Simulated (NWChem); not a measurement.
Species: GePH$_{5}$; SMILES [PH2][GeH3]

```xyz
7

Ge     0.0269     0.7671    -0.0166
P      0.0980    -1.5590    -0.0816
H     -1.1407     1.2351    -0.9034
H      1.3459     1.3020    -0.6021
H     -0.1606     1.3278     1.4060
H     -1.0457    -1.7120     0.7616
H      1.0163    -1.6552     1.0093
```
Atoms are numbered in this order, from 1.

Program: NWChem. Geometry: optimised at PBE0/def2-SVP. GIAO values for the isolated, static molecule; σ is the absolute isotropic shielding, δ = σ(reference) − σ with the isolated reference molecule computed at the same levels (1H: tetramethylsilane, 31P: phosphine).

Task: What does the run give for PBE/pcSseg-1? Quantities: σ Ge1 (ppm); δ P2 (ppm); δ H3 (rotor mean) (ppm); δ H6 (ppm).

Result: 
```yaml
"σ Ge1 (ppm)": 1526.6
"δ P2 (ppm)": -10.9
"δ H3 (rotor mean) (ppm)": 4.14
"δ H6 (ppm)": 1.76
```
